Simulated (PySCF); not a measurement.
Excitation energy of Ni by level of theory

Ni [Ar] 3d8 4s2 (3F) → Ni [Ar] 3d8 4s1 4p1 (high-spin determinant), as a difference of total energies. All numbers are calculated (PySCF 2.14, the spin-free X2C one-electron Hamiltonian (Gaussian nucleus), in aug-cc-pVDZ-DK (7s6p4d2f, 59 functions)). Correlated levels: valence: [Ar] frozen. The calculations carry no spin-orbit coupling.

| method | excitation energy (eV) |
| --- | --- |
| UHF | 2.134 |
| LDA | 3.713 |
| PBE | 3.486 |
| PBE0 | 3.227 |
| r2SCAN | 3.172 |
| MN15 | 3.673 |
| r2SCAN0 | 3.061 |
| revPBE | 3.378 |
| BHandHLYP | 3.370 |
| MP2 (valence) | 3.132 |
| SCS-MP2 (valence) | 3.324 |

Problem. How much does correlation contribute at MP2 (valence)?

Solution. 3.132 − (2.134) = 0.998 eV, measured against UHF.

A first-order spin-orbit estimate (lowest level to lowest level, LS coupling) adds 0.018 eV.

The determinant of the upper state mixes LS terms, which raises its energy above the lowest term, most at the Hartree-Fock and MP2 levels.
